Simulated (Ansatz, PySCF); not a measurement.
C2H8F2Si2, SMILES FC(F)C([SiH3])[SiH3].

Coordinates come from a B3LYP-D3(BJ)/def2-SVP optimisation. The structure was generated by enumeration, and PubChem lists no compound with its InChIKey, so it may never have been made. One conformer was computed; it need not be the lowest.

Vertical ionisation energy (IE) and electron affinity (EA) in eV. Rows of orbital energies are one-electron estimates. Where ΔSCF, EOM or ADC give a negative EA the extra electron is unbound and the value depends on the basis.

```
level                                                                   IE     EA
-------------------------------------------------------------------  -----  -----
−ε(HOMO), −ε(LUMO), M06-2X/def2-TZVP (PySCF)                             ?      ?
−ε(HOMO), −ε(LUMO), PBE/def2-TZVP (PySCF)                             7.67   0.59
ΔSCF, PBE0/def2-SVPD (Ansatz), final states of multiplicity 2 and 2  10.84  -1.33
ΔSCF, PBE/def2-SVPD (Ansatz), final states of multiplicity 2 and 2   10.42  -1.13
```

Task: Complete the blanks. (Estimate from the structure and the level; the computed values follow.)

Result: 
- −ε(HOMO), −ε(LUMO), M06-2X/def2-TZVP (PySCF), IE: 10.03
- −ε(HOMO), −ε(LUMO), M06-2X/def2-TZVP (PySCF), EA: -0.91

Task: What vertical singlet–triplet gap does ΔSCF give with PBE0/def2-SVPD (Ansatz, an electronic-structure program) and with PBE/def2-SVPD (Ansatz)? (The exact figures need the calculation; the answer reports its results.)

Result: 7.56 and 7.01 eV (triplet above singlet where positive).
